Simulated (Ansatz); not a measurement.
Stretching the Al1–H2 bond in AlBrH2 (SMILES [AlH2][Br]) (multiplicity 1 held, fragments rigid). Energies count from the point at 1.569 Å.
Geometry at that point (charge 0, multiplicity 1):
```csv
atom,x (Å),y (Å),z (Å)
Al,-0.8354,-1.2987,0.2064
H,-0.3244,-2.3295,1.2738
H,-2.1257,-1.4794,-0.6685
Br,0.3803,0.5912,-0.0940
```

Restricted levels (R-, RO-) in cc, def2 and unpolarised 6-31G sets keep to the state of the molecule at rest. U- levels take the lowest unrestricted solution at each point, which mixes spins at long bonds. Levels need not reach the same state.

Programs: Ansatz (a quantum-chemistry and plane-wave program) with Gaussian orbitals. Values without a source in brackets are computed.

Q: One of these levels gives 67.47 kcal/mol for the energy at R = 5.022 Å. Which one is it?
A. U-PBE/def2-TZVPP
B. R-r2SCAN/def2-TZVPP
C. U-HF/def2-TZVPP

A: C, U-HF/def2-TZVPP. The others give 80.77 (U-PBE/def2-TZVPP), 116.25 (R-r2SCAN/def2-TZVPP)

Doubts at one or more of the structures used: a spin-contaminated determinant (U-HF/def2-TZVPP, U-PBE/def2-TZVPP); a restricted determinant that unrestricted orbitals would lower (R-r2SCAN/def2-TZVPP).
